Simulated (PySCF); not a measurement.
Bonds: Ru1-O2 1.693 Å, Ru1-O3 1.693 Å, Ru1-Cl4 2.436 Å, Ru1-Cl5 2.437 Å, Ru1-Cl6 2.437 Å, Ru1-Cl7 2.436 Å.

Total charge -2.

Geometry: PBE0-D3(BJ)/def2-SVP; GIAO absolute shieldings from PySCF 2.14.0 with density-fitted response routines, gas phase, scalar relativity only through the core potential, averaged over equivalent atoms.

At wB97X-D/pcSseg-1 (def2-TZVP on Ru) (170 basis functions, 44 s wall time on 1 thread of an Arm Neoverse V1, shared host):
```
          atoms  σ (ppm)
          O2/O3   -385.4
Cl4/Cl5/Cl6/Cl7    985.4
```

Question: What do these become at PBE0/pcSseg-1 (def2-TZVP on Ru)?

Answer: 
```tsv
atoms	σ at PBE0/pcSseg-1 (def2-TZVP on Ru)	change
O2/O3	-394.8	-9.4
Cl4/Cl5/Cl6/Cl7	937.1	-48.3
```

The largest change is at Cl4/Cl5/Cl6/Cl7 (chlorine bonded to Ru). Cost: 170 basis functions, 28 s wall time on 1 thread of an Arm Neoverse V1, shared host.

Ru is described by an effective core potential, so it has no shielding of its own here; spin–orbit effects on the atoms bonded to it, which can be large, are absent, and the values of these neighbours are rough.
